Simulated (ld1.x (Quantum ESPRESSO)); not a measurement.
**Which change was made? (Mo, PAW)**

| Property | Result |
| --- | --- |
| Element | Mo |
| Generator | ld1.x (Quantum ESPRESSO) 7.5 |
| Type | PAW |
| Functional | PBE |
| Relativity | scalar-relativistic |
| Frozen core | [Kr] |
| Valence charge | 6 |
| Reference configuration | 4d5 5s1 5p0 |
| Partial waves | 5s (bound): rcut 3.05, rcutus 3.45 bohr; 5s channel at 1.2 Ry: rcut 3.05, rcutus 3.45 bohr; 5p (bound, empty): rcut 3.40, rcutus 4.30 bohr; 5p channel at 1.45 Ry: rcut 3.40, rcutus 4.30 bohr; 4d (bound): rcut 2.15, rcutus 2.80 bohr; 4d channel at 2.25 Ry: rcut 2.15, rcutus 2.80 bohr; 4f channel at 0.05 Ry: rcut 3.00, rcutus 4.15 bohr; 4f channel at 2.2 Ry: rcut 3.00, rcutus 4.15 bohr |
| Local potential | all-electron potential smoothed inside 2.30 bohr (lloc = -1) |
| Core correction | Bessel-smoothed model core inside 1.85 bohr |
| Augmentation charge | BESSEL, radius 2.25 bohr |

Cutoffs, loose and tight: the cutoffs (Ry, on a coarse ladder) from which the occupation-weighted sum of valence levels, in a spherical-Bessel basis at the reference potential, stays within 10 and 1 mRy of its value at 400 Ry. They do not see the model core or the augmentation charge, which bear on the density cutoff. Test errors are all-electron minus pseudo excitation energies from the reference, over the configurations 4d5 5s0 5p0; 4d4 5s0 5p0; 4d3 5s0 5p0; 4d4 5s2 5p0; 4d4 5s1 5p1; 4d5.5 5s0.5 5p0; 4d5 5s0 5p1; variants that change the core or the reference have their own tests. The largest error is taken over the tests solved by every variant that gives reliable tests at all, those not shown here included: 4d4 5s0 5p0; 4d4 5s1 5p1; 4d4 5s2 5p0; 4d5 5s0 5p0; 4d5 5s0 5p1; 4d5.5 5s0.5 5p0.

The base gives: outcome: generated, overlap not positive; bound ghosts: not determined (overlap not positive); largest test error (meV): -67.

(1) After one change the result is: outcome: generated; cutoff, loose: 25 Ry; cutoff, tight: 40 Ry; bound ghosts: none; largest test error (meV): -25. Which change was it?
A. type TM; waves now 5s (bound): rc 3.45 bohr; 5p (bound): rc 4.30 bohr; 4d (bound): rc 2.80 bohr; 4f channel at 0.05 Ry: rc 4.15 bohr; local potential all-electron potential smoothed inside 3.70 bohr (lloc = -1)
B. waves 4f channel at 0.05 Ry: rcut 3.00, rcutus 4.22 bohr; 4f channel at 2.2 Ry: rcut 3.00, rcutus 4.22 bohr
C. core [Ar] 3d10, valence charge 14; reference 4s2 4p6 4d5 5s1 5p0; waves now 4s (bound): rcut 1.45, rcutus 1.55 bohr; 5s (bound): rcut 1.45, rcutus 1.55 bohr; 4p (bound): rcut 1.70, rcutus 2.00 bohr; 5p (bound): rcut 1.70, rcutus 2.00 bohr; 4d (bound): rcut 2.00, rcutus 2.45 bohr; 4d channel at 2.25 Ry: rcut 2.00, rcutus 2.45 bohr; 4f channel at 0.05 Ry: rcut 1.95, rcutus 2.15 bohr; local potential all-electron potential smoothed inside 1.60 bohr (lloc = -2); core correction a·sin(br)/r model core inside 1.60 bohr; augmentation BESSEL, radius 1.30 bohr

Results:

(1) C. The others give: waves 4f channel at 0.05 Ry: rcut 3.00, rcutus 4.22 bohr; 4f channel at 2.2 Ry: rcut 3.00, rcutus 4.22 bohr → outcome: generated; cutoff, loose: 12 Ry; cutoff, tight: 18 Ry; bound ghosts: none; largest test error (meV): -67 | type TM; waves now 5s (bound): rc 3.45 bohr; 5p (bound): rc 4.30 bohr; 4d (bound): rc 2.80 bohr; 4f channel at 0.05 Ry: rc 4.15 bohr; local potential all-electron potential smoothed inside 3.70 bohr (lloc = -1) → outcome: generated; cutoff, loose: 30 Ry; cutoff, tight: 35 Ry; bound ghosts: none; largest test error (meV): -142. A file whose overlap is not positive is unfit for use, and its test errors describe a broken file.
